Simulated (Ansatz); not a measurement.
One change: `[Cl][Al]([Cl])[GeH3]` becomes `[Cl][AlH][Cl]`.

Ansatz, PBE0-D4/def2-TZVP geometries, multiplicity 1. 

Scalar relativity is left out up to krypton.

```json
{"property": "HOMO energy (B3LYP/def2-TZVPP) / eV", "`[Cl][Al]([Cl])[GeH3]`": "-8.06"}
{"property": "HOMO–LUMO gap (B3LYP/def2-TZVPP) / eV", "`[Cl][Al]([Cl])[GeH3]`": "6.13"}
{"property": "HOMO–LUMO gap (PBE/def2-TZVPP) / eV", "`[Cl][Al]([Cl])[GeH3]`": "4.66"}
{"property": "size of the dipole moment (PBE/def2-TZVPP) / D", "`[Cl][Al]([Cl])[GeH3]`": "1.32"}
{"property": "HOMO–LUMO gap (ωB97M-V/def2-TZVPP) / eV", "`[Cl][Al]([Cl])[GeH3]`": "10.21"}
{"property": "HOMO energy (PBE/def2-TZVPP) / eV", "`[Cl][Al]([Cl])[GeH3]`": "-7.16"}
```

Q: Give the same properties after the change, and the shifts. (An estimate is asked.)

A: Computed: 
```json
{"property": "HOMO energy (B3LYP/def2-TZVPP) / eV", "`[Cl][AlH][Cl]`": "-9.06", "shift": "-1.00"}
{"property": "HOMO–LUMO gap (B3LYP/def2-TZVPP) / eV", "`[Cl][AlH][Cl]`": "7.42", "shift": "1.29"}
{"property": "HOMO–LUMO gap (PBE/def2-TZVPP) / eV", "`[Cl][AlH][Cl]`": "5.75", "shift": "1.09"}
{"property": "size of the dipole moment (PBE/def2-TZVPP) / D", "`[Cl][AlH][Cl]`": "0.92", "shift": "-0.40"}
{"property": "HOMO–LUMO gap (ωB97M-V/def2-TZVPP) / eV", "`[Cl][AlH][Cl]`": "11.77", "shift": "1.56"}
{"property": "HOMO energy (PBE/def2-TZVPP) / eV", "`[Cl][AlH][Cl]`": "-7.94", "shift": "-0.78"}
```

With PBE0 the HOMO falls by 1.04 eV and the LUMO rises by 0.35 eV, so the gap widens by about 1.39 eV. PBE moves the HOMO by -0.78 eV and ωB97M-V by -1.27 eV. The zero-point energy changes by -43.5 kJ/mol with -9 modes. Dipoles are sizes alone; their direction can turn.

B3LYP here is the variant with VWN-RPA as its local correlation; programs differ in this.
